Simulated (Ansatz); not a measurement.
Start from `[CH3][Zr]([CH3])([CH3])[F]` and change one element to get `[CH3][Ti]([CH3])([CH3])[F]`.

Ansatz, PBE0-D4/def2-TZVP geometries, multiplicity 1. 

Elements past krypton have def2 core potentials. Scalar relativity is left out up to krypton.

```
                               property  `[CH3][Zr]([CH3])([CH3])[F]`
  HOMO–LUMO gap (B3LYP/def2-TZVPP) / eV                          6.22
     LUMO energy (PBE0/def2-TZVPP) / eV                         -0.92
HOMO–LUMO gap (ωB97M-V/def2-TZVPP) / eV                         10.75
   HOMO–LUMO gap (PBE0/def2-TZVPP) / eV                          6.72
     HOMO energy (PBE0/def2-TZVPP) / eV                         -7.64
    LUMO energy (B3LYP/def2-TZVPP) / eV                         -1.19
```

Problem. What does the change do to each property? (Estimate.)

Solution. Computed: 
| property | `[CH3][Ti]([CH3])([CH3])[F]` | shift |
| --- | --- | --- |
| HOMO–LUMO gap (B3LYP/def2-TZVPP) / eV | 5.68 | -0.54 |
| LUMO energy (PBE0/def2-TZVPP) / eV | -1.68 | -0.76 |
| HOMO–LUMO gap (ωB97M-V/def2-TZVPP) / eV | 10.92 | 0.17 |
| HOMO–LUMO gap (PBE0/def2-TZVPP) / eV | 6.23 | -0.49 |
| HOMO energy (PBE0/def2-TZVPP) / eV | -7.91 | -0.27 |
| LUMO energy (B3LYP/def2-TZVPP) / eV | -2.00 | -0.81 |

With PBE0 the HOMO falls by 0.27 eV and the LUMO falls by 0.76 eV, so the gap narrows by about 0.49 eV. PBE moves the HOMO by -0.17 eV and ωB97M-V by -0.34 eV.

Positive LUMOs are unbound, so they and the gaps depend on the basis.

B3LYP here is the variant with VWN-RPA as its local correlation; programs differ in this.
